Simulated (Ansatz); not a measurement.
CH4AlFSSi, relaxed with RKS PBE-D4/def2-SVP in Ansatz 0.2.0 from a rough embedded geometry. The force threshold is 0.03 eV/Å; the program also tests the step.

Charge 0, multiplicity 1. The bonds changed during the relaxation, so this is another structure than the one it started from.

Start:

```xyz
9

F    -2.214   -0.280   -0.363
Si   -0.872   -1.186    0.212
C     0.650   -0.289   -0.233
Al    0.786    1.694   -0.167
S     1.881   -0.996   -0.507
H    -0.907   -1.341    1.676
H    -0.853   -2.516   -0.429
H    -0.552    2.486    0.261
H     2.080    2.427   -0.449
```

| step | energy (eV) | largest force (eV/Å) | largest move (Å) |
| --- | --- | --- | --- |
| 1 | -29100.2858 | 11.040 | 0.000 |
| 2 | -29101.3713 | 4.405 | 0.128 |
| 3 | -29101.6699 | 1.011 | 0.124 |
| 4 | -29101.6998 | 0.605 | 0.200 |
| 5 | -29101.7295 | 0.701 | 0.199 |
| 6 | -29101.7518 | 0.720 | 0.195 |
| 7 | -29101.7837 | 0.629 | 0.185 |
| 8 | -29101.8373 | 0.494 | 0.195 |
| 9 | -29101.9253 | 0.464 | 0.196 |
| 10 | -29102.0253 | 0.551 | 0.191 |
| 11 | -29102.0852 | 0.428 | 0.197 |
| 12 | -29102.1194 | 0.109 | 0.200 |
| 13 | -29102.1203 | 0.236 | 0.060 |
| 14 | -29102.1228 | 0.044 | 0.028 |
| 15 | -29102.1235 | 0.013 | 0.025 |

End:

```xyz
9

F    -2.408   -0.660   -0.524
Si   -1.043   -1.357    0.051
C     0.320   -0.070    0.085
Al    0.968    1.794   -0.165
S     1.903   -0.360    0.533
H    -1.302   -1.834    1.451
H    -0.659   -2.481   -0.866
H     0.786    2.781    1.073
H     1.437    2.188   -1.637
```

Hardware: 4 threads of an Arm Neoverse V1 on a shared host. Wall time 21 s, peak host memory 0.19 GiB.
